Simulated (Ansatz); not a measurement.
Ansatz (an electronic-structure program) input (r2SCAN/def2-TZVP):

Ansatz 0.2 input:
```yaml
crystal:
  periodic: [false, false, false]
  atoms:
    - {symbol: Ga, position_ang: [0.00000000, 0.00000000, 0.00000000]}
    - {symbol: F, position_ang: [0.00000000, 0.00000000, 1.67033866]}
    - {symbol: F, position_ang: [-0.00000000, -0.00000000, -1.67033866]}
basis:
  gaussian:
    orbitals: def2-TZVP
hamiltonian:
  xc: {name: r2SCAN}
total_charge: 1
relax: {f_tol: 0.003, max_steps: 100}
```

Output:

```
Functional definition: r2SCAN
integrals: 0.03 GiB planned
680 factors; their error is unknown
mean field: 0.26 GiB planned
mean field evaluation 1: about -57783.0884 eV, gradient 1.2e2 eV
mean field evaluation 2: about -57626.1017 eV, gradient 3.0e2 eV
mean field evaluation 4: about -57803.7080 eV, gradient 1.2e1 eV
mean field evaluation 8: about -57803.8239 eV, gradient 2.9e-2 eV
mean field evaluation 16: about -57803.8041 eV, gradient 6.8e-6 eV
mean field -57803.80411796 eV, -2124.2506205094 hartree, gradient 6.2e-6 eV, S^2 0.000000; 0 other end points of the search recorded, 0 dependent functions left out
the calculation of the forces begins
reference -57803.80412744 eV, -2124.2506208579 hartree; 24, 24 occupied and 86, 86 virtual orbitals, 680 factors
relax step   1: F+E_penalty+E_count = -57803.80411796 eV  Δ(F+E_penalty+E_count) = +0.000e0 eV  max|allowed force component| = 3.249e-1 eV/Å  Δτ_max = 0.0000 Å  (28 SCF iters, accepted)
these checks for a lower state are left out or cut short: starts, cluster_reference, orbital_swaps, neighbouring_geometries, increment
integrals: 0.03 GiB planned
680 factors; their error is unknown
mean field: 0.26 GiB planned
mean field -57803.80639391 eV, -2124.2507041491 hartree, gradient 1.9e-5 eV, S^2 0.000000; 0 other end points of the search recorded, 0 dependent functions left out
the calculation of the forces begins
reference -57803.80640340 eV, -2124.2507044977 hartree; 24, 24 occupied and 86, 86 virtual orbitals, 680 factors
relax step   2: F+E_penalty+E_count = -57803.80639391 eV  Δ(F+E_penalty+E_count) = -2.276e-3 eV  max|allowed force component| = 1.539e-1 eV/Å  Δτ_max = 0.0047 Å  (30 SCF iters, accepted)
these checks for a lower state are left out or cut short: starts, cluster_reference, orbital_swaps, neighbouring_geometries, increment
integrals: 0.03 GiB planned
680 factors; their error is unknown
mean field: 0.26 GiB planned
mean field evaluation 32: about -57803.8070 eV, gradient 1.9e-5 eV
mean field -57803.80703711 eV, -2124.2507277863 hartree, gradient 1.9e-5 eV, S^2 0.000000; 0 other end points of the search recorded, 0 dependent functions left out
the calculation of the forces begins
reference -57803.80704660 eV, -2124.2507281349 hartree; 24, 24 occupied and 86, 86 virtual orbitals, 680 factors
relax step   3: F+E_penalty+E_count = -57803.80703711 eV  Δ(F+E_penalty+E_count) = -6.432e-4 eV  max|allowed force component| = 2.692e-3 eV/Å  Δτ_max = 0.0042 Å  (30 SCF iters, accepted)
integrals: 0.03 GiB planned
680 factors; their error is unknown
mean field: 0.26 GiB planned
mean field -57803.80703711 eV, -2124.2507277863 hartree, gradient 2.5e-5 eV, S^2 0.000000; 1 other end points of the search recorded, 0 dependent functions left out
the calculation of the forces begins
reference -57803.80704660 eV, -2124.2507281349 hartree; 24, 24 occupied and 86, 86 virtual orbitals, 680 factors
Total energy: -57803.80704660 eV, -2124.2507281349 hartree
Atom 0 at     0.000000     0.000000     0.000000 Å, force     0.000000     0.000000     0.000000 eV/Å
Atom 1 at    -0.000000    -0.000000     1.661357 Å, force    -0.000000    -0.000000     0.002692 eV/Å
Atom 2 at    -0.000000    -0.000000    -1.661357 Å, force    -0.000000    -0.000000    -0.002692 eV/Å
Dipole moment:    -0.000000     0.000000     0.000000 e Å
```

It need not be the lowest isomer of its formula.
